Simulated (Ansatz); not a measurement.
Program: Ansatz. Geometries: PBE0-D4/def2-TZVP. ΔE: electronic, gas phase. CBS: MP2 limit from def2 TZ/QZ plus the TZ coupled-cluster correction, frozen cores. Functionals use def2-TZVPP.

Reaction (isomerisation): `Cc1ccncc1C` → `N#CC1=CCCCC1`

```csv
species,r2SCAN-D4 energy (Eh)
`Cc1ccncc1C`,-326.85039
`N#CC1=CCCCC1`,-326.82153
```

Problem. Work out ΔE.

Solution. ΔE = (-326.82153) − (-326.85039) = 0.02886 Eh = +75.8 kJ/mol. CCSD(T)/CBS gives +48.2 kJ/mol.

Largest T1 diagnostic among the species: 0.012.

In def2-TZVPP, CCSD(T) changes the Hartree–Fock value by +4.8 kJ/mol (the triples alone add +9.0 kJ/mol) and MP2 by +19.2 kJ/mol. Leaving LDA and LC-ωPBE aside and taking each functional with its dispersion term where it has one, the values, not all of them listed here, spread over 23.0 kJ/mol, from ωB97X-V to PBE-D4. LDA lies +19.0 kJ/mol from PBE without D4.
